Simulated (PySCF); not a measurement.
PySCF 2.14 output of an unrestricted PBE0 calculation on a single atom or ion in aug-cc-pwCVDZ-PP with ECP60MDF (6s6p5d3f, 70 functions), with scalar relativity through the core potential:

```
SCF conv_tol = 1e-09
number electrons alpha = 9  beta = 7
    C. Adamo and V. Barone.,  J. Chem. Phys. 110, 6158 (1999)
    M. Ernzerhof and G. E. Scuseria.,  J. Chem. Phys. 110, 5029 (1999)
cycle= 1 E= -90.6647746717797  delta_E= -0.00465  |g|= 0.035  |ddm|= 0.175
cycle= 2 E= -90.6642197130702  delta_E= 0.000555  |g|= 0.0533  |ddm|= 0.0813
cycle= 3 E= -90.6654235771948  delta_E= -0.0012  |g|= 0.00262  |ddm|= 0.0446
cycle= 4 E= -90.665429071709  delta_E= -5.49e-06  |g|= 0.000556  |ddm|= 0.00377
cycle= 5 E= -90.6654295005612  delta_E= -4.29e-07  |g|= 8.3e-05  |ddm|= 0.00142
cycle= 6 E= -90.6654295071164  delta_E= -6.56e-09  |g|= 1.89e-06  |ddm|= 0.000167
cycle= 7 E= -90.6654295071206  delta_E= -4.16e-12  |g|= 1.41e-07  |ddm|= 4.17e-06
converged SCF energy = -90.6654295071206  <S^2> = 2.0036992  2S+1 = 3.0024651
```

The run itself started from symmetry-adapted Hartree-Fock orbitals and held the occupation by maximum overlap, on a logarithmic radial grid, so the iterations belong to that start.

Q: Which element, charge and spin multiplicity is this?

A: Os (osmium, neutral), multiplicity 3; the state was [Xe] 4f14 5d8, high-spin 3F determinant (an excited configuration).

Energies and moments cover only the electrons outside the core potential. Spin-orbit coupling, absent here, splits the open shell strongly.
